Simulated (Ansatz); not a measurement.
Ansatz results at the PBE0-D4/def2-TZVP geometry: size of the dipole moment (B3LYP/def2-TZVPP) 0.57 D; HOMO–LUMO gap (B3LYP/def2-TZVPP) 5.81 eV; ideal-gas entropy at 298 K and 1 bar (rigid rotor, harmonic PBE0-D4/def2-TZVP) 379 J/(mol·K).

Each molecule was computed in one conformer, which needn't be the lowest.

(1) Which molecule gave them?
A. `[F][Zr]([SeH])([SeH])[SeH]`
B. `[OH][Zr]([OH])([F])[I]`
C. `[F][Zr]([F])([F])[SH]`
D. `[F][Zr]([SH])([Cl])[Cl]`

## Answers

(1) C. The others give `[F][Zr]([SeH])([SeH])[SeH]`: 0.43, 4.59, 462; `[F][Zr]([SH])([Cl])[Cl]`: 0.95, 5.40, 403; `[OH][Zr]([OH])([F])[I]`: 3.84, 6.08, 405.

B3LYP here is the variant with VWN-RPA as its local correlation; programs differ in this.
